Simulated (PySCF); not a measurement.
C3HBr2Cl. Atoms are numbered in the order given.

```xyz
7

Cl     3.6326    -0.3858     0.0000
C      2.3480     0.7951     0.0000
C      1.0682     0.4813     0.0000
C     -0.2088     0.1766     0.0000
Br    -1.1959    -0.0571    -1.6098
Br    -1.1959    -0.0571     1.6098
H      2.7136     1.8360     0.0000
```
Charge 0, spin multiplicity 1.

The structure is a stationary point at PBE-D3(BJ)/def2-SVP. The structure was generated by enumeration, and PubChem lists no compound with its InChIKey, so it may never have been made.

Level of theory: PySCF with PBE-D3(BJ)/def2-SVP.

Frequencies are harmonic and unscaled.

| mode | ν (cm⁻¹) | IR (km/mol) | moving atoms (share of kinetic energy) |
|---|---|---|---|
| 1 | 60 | 0.0 | Br 57 %, Cl 35 %, C 8 % |
| 2 | 85 | 0.1 | Cl 49 %, C 36 %, Br 14 % |
| 3 | 166 | 0.1 | Br 76 %, C 20 % |
| 4 | 207 | 1.0 | C 62 %, H 20 %, Br 11 % |
| 5 | 302 | 2.0 | C 44 %, Br 32 %, Cl 23 % |
| 6 | 402 | 7.1 | C 85 %, Br 12 % |
| 7 | 436 | 0.1 | C 80 %, Br 12 % |
| 8 | 527 | 39.0 | C 84 %, Cl 12 % |
| 9 | 735 | 195.4 | C 94 % |
| 10 | 747 | 134.6 | C 75 %, Cl 19 % |
| 11 | 764 | 12.4 | H 69 %, C 30 % |
| 12 | 1141 | 17.5 | H 76 %, C 23 % |
| 13 | 1298 | 11.1 | C 82 %, H 18 % |
| 14 | 1994 | 268.2 | C 99 % |
| 15 | 3106 | 2.0 | H 92 %, C 8 % |
